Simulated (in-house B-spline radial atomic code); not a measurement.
Computed with a B-spline radial atomic code. Model: two electrons, singlet ground state, non-relativistic, full CI in B-splines with partial waves to l = 8 (at full coupling up to 3e-4 hartree above the limit, correlation up to 0.6 % small), density held at that of full coupling by Lieb maximisation.

Along the adiabatic connection the electron repulsion is scaled by a coupling λ while a local potential keeps the density fixed. At λ = 0 the system is the Kohn-Sham one and W equals the exchange energy; the exchange-correlation energy is the area under W between 0 and 1. The kinetic energy rises with λ as the electrons avoid each other, with dT/dλ = −λ dW/dλ.

Command:
```bash
python run_ac.py task.json out
```
Settings (lengths in bohr, energies in hartree):
```
potential              harmonic
strength               0.0373
lmax                   8
```

Run time, properties included: 34 s on 1 thread of Intel(R) Xeon(R) Processor @ 2.30GHz, with other jobs on the host.

**W = mean repulsion less Hartree energy, and W of three functionals.**

Given: confinement harmonic well; well frequency 0.0373 hartree; external potential omega^2 r^2/2.

Computed: PBE exchange minus exact 4.6769 millihartree; SCAN exchange minus exact -0.49873 millihartree.

```tsv
coupling	W xc (hartree)	W xc minus exchange (millihartree)	kinetic minus Kohn-Sham (millihartree)	LDA (PW92) W minus its exchange (millihartree)	PBE W minus its exchange (millihartree)	SCAN W minus its exchange (millihartree)
0	-0.11927	0	0	0	0	0
0.02	-0.12136	-2.087	0.02	-7.13	-3.38	-1.82
0.05	-0.12419	-4.916	0.12	-13.13	-7.18	-4.25
0.12	?	?	?	?	?	?
0.25	-0.13665	-17.382	1.84	-32.17	-21.84	-15.55
0.4	-0.14186	-22.587	3.5	-39.47	-28.09	-20.89
0.6	-0.14628	-27.007	5.68	-45.96	-33.82	-25.84
0.8	-0.14919	-29.922	7.7	-50.5	-37.92	-29.31
1	-0.15128	-32.01	9.57	-53.92	-41.04	-31.86
1.4	-0.15412	-34.851	12.94	-58.87	-45.59	-35.34
2	-0.15675	-37.48	17.34	-63.75	-50.13	-38.41
3	-0.15932	-40.045	23.63	-68.79	-54.85	-41.09
4.5	?	?	?	?	?	?
7	-0.16347	-44.205	42.78	-77.51	-63.1	-44.4
```

(1) What belongs in the row 0.12?

(2) What belongs in the row 4.5?

(3) What is the LDA exchange minus exact?

**Energy parts, natural occupations and partial-wave weights.**

Computed: total energy 0.2229 hartree; exchange energy -0.11927 hartree; correlation energy -0.02244 hartree; kinetic part of the DFT correlation energy 0.0095692 hartree; kinetic part over minus potential part 0.29895; Kohn-Sham kinetic 0.036433 hartree.

```
natural  occupation of the shell (electrons)
      s                               1.6688
      p                              0.31758
      s                                    ?
      d                           6.2734e-05
      p                           5.1953e-05
      d                           3.4555e-05
```

(4) What belongs in the row s?

```csv
wave,weight
s,0.84112
p,0.15882
d,?
f,1.0509e-05
g,3.2462e-06
```

(5) What belongs in the row d?

(6) What is the Hartree energy?

(7) What is the Lieb Oxford ratio E_xc over LDA exchange?

Results:

(1) W xc (hartree): -0.12962; W xc minus exchange (millihartree): -10.346; kinetic minus Kohn-Sham (millihartree): 0.57; LDA (PW92) W minus its exchange (millihartree): -22.1; PBE W minus its exchange (millihartree): -13.72; SCAN W minus its exchange (millihartree): -8.99.

(2) W xc (hartree): -0.16149; W xc minus exchange (millihartree): -42.22; kinetic minus Kohn-Sham (millihartree): 31.63; LDA (PW92) W minus its exchange (millihartree): -73.27; PBE W minus its exchange (millihartree): -59.08; SCAN W minus its exchange (millihartree): -43.

(3) 16.494 millihartree.

(4) occupation of the shell (electrons): 0.013422.

(5) weight: 4.9746e-05.

(6) 0.23854 hartree.

(7) 1.3788.

Half-way to full coupling W has made 77 % of its drop, against 50 % for a straight line, and second-order (GL2) theory, half the initial slope, overshoots the correlation energy by about 141 %: correlation is strong. Over couplings 0 to 1 the errors in E_xc come to about -0.3 millihartree for LDA, -1.3 millihartree for PBE, +0.6 millihartree for SCAN. In LDA and PBE and SCAN the errors of exchange and correlation have opposite signs, so the sum is smaller than the larger of the two.
